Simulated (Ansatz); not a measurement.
Born–Oppenheimer molecular dynamics of AlBrClH$_{3}$ (6 atoms, charge 0, multiplicity 1). It starts at the highest image of a converged band, a first-order saddle point between two minima.

Level of theory: RHF/def2-SVP in Ansatz 0.2.0.

| Quantity | Value |
| --- | --- |
| ensemble | NVE (velocity Verlet) |
| time step | 0.5 fs |
| steps asked | 200 |
| starting velocities drawn for | 100 K |
| seed | 9101 |

First frame:

```xyz
6
Properties=species:S:1:pos:R:3
Al -0.060 -0.170 0.018
H -0.158 0.099 1.654
H 1.337 0.025 -0.641
Cl -1.875 0.210 -0.979
Br -0.128 -2.567 1.089
H -0.175 -1.100 1.730
```

(1) What does the run give?

(2) What happens to the structure?

(3) How do temperature and energy run in time?

Results:

(1) The run went to its last step.

```yaml
steps_done: 200
time_covered: 100 fs
mean_temperature_over_the_second_half: 1027 K
spread_of_the_potential_energy_over_the_second_half: 13.8 meV per atom
mean_potential_energy_of_the_second_half_above_the_start: -79.9 meV per atom
```

The conserved energy stayed within 0.056 meV per atom of its start (net change -0.0055 meV per atom), so the integration is sound. The kinetic energy rose, since the run started high on the potential surface and went downhill. It ends in pieces (AlClH2 + BrH), so much of that is their flight and rotation, not heat. A run of 0.1 ps of so small a system gives no equilibrium averages. The orbitals stay closed-shell, which can raise the energy where a bond breaks towards radicals; this wasn't checked here.

(2) Between its relaxed ends the band would form Al1–Br5, H2–H6 and break Al1–H2, Br5–H6. These pairs go: Al1–Br5 2.63 → 3.99 Å, H2–H6 1.20 → 5.22 Å, Al1–H2 1.66 → 1.58 Å, Br5–H6 1.60 → 1.45 Å. In the last frame they stand as before the step (other bonds may differ from the relaxed reactants and products). It ends as AlClH2 + BrH. Pairs count as bonded within 1.25 times the sum of covalent radii (0.12 Å more for H–H). Another seed would give other details.

(3) 
```tsv
time (fs)	T (K)	potential energy less start (eV)	conserved less start (meV/atom)
0	100	0.000	0.00
8	276	-0.091	-0.01
16	832	-0.379	-0.02
24	1289	-0.615	-0.03
32	1202	-0.570	-0.05
40	876	-0.401	-0.01
48	728	-0.325	0.00
56	828	-0.377	-0.04
64	919	-0.424	-0.01
72	990	-0.460	-0.01
80	1095	-0.515	-0.04
88	1166	-0.551	-0.01
96	1260	-0.600	-0.02
```

Run time: 5.1 min on 1 thread of Arm Neoverse V1 (shared host), peak memory 0.16 GiB.
